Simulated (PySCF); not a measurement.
Write Cartesian coordinates for `CCCC[O+](C)[AlH3-]` as optimised with PBE0-D3(BJ)/def2-SVP.

```
atom  x, y, z in Å
C1    -3.2517    0.5132   -0.3193
C2    -2.0612    0.2600    0.5912
C3    -0.7675    0.0183   -0.1762
C4     0.4016   -0.2265    0.7526
O5     1.6430   -0.3772    0.0555
C6     1.8835   -1.6401   -0.5424
Al7    2.8180    1.2181   -0.1434
H8    -3.4379   -0.3458   -0.9832
H9    -3.0831    1.3942   -0.9584
H10   -4.1698    0.6917    0.2599
H11   -1.9242    1.1205    1.2691
H12   -2.2706   -0.6068    1.2432
H13   -0.8992   -0.8415   -0.8552
H14   -0.5305    0.8910   -0.8072
H15    0.5526    0.6275    1.4305
H16    0.2521   -1.1251    1.3761
H17    1.1344   -1.8563   -1.3191
H18    1.8614   -2.4271    0.2282
H19    2.8796   -1.5923   -0.9981
H20    3.9950    0.5275   -0.9866
H21    3.0787    1.5554    1.4046
H22    1.8280    2.2191   -0.9185
```

Any rigid rotation of these coordinates is as good. Atoms count from 1 in this order. O5 (oxygen bonded to Al and 2 C) is planar (angles 124.8°, 118.4° and 116.5°, sum 359.8°, 0.04 Å off the plane of its three neighbours). Of the pairs four or more bonds apart, H13···H17 is among the closest relative to their van der Waals radii: 2.32 Å, 97 % of the sum of Bondi's values. Al7 (aluminium bonded to O and 3 H) is distorted tetrahedral (angles from 98.1° to 118.6°).

Bonds between heavy atoms (Å): C1–C2 1.520, C2–C3 1.523, C3–C4 1.513, C4–O5 1.432, O5–C6 1.418, O5–Al7 1.991.

The calculation used PBE0-D3(BJ)/def2-SVP geometry optimisation, gas phase in PySCF 2.14.0.

Point group: C1 (no symmetry element, even within 0.4 Å). Whether it is a minimum is left open (no frequencies). The numbers are those of one conformer (C1–C2–C3–C4 180°, C2–C3–C4–O5 -177°, C3–C4–O5–C6 -79°).

On one thread of an Arm Neoverse V1, shared host, this took 3.0 min wall and 0.74 GiB of memory at its peak. That covers the optimisation of the geometry.
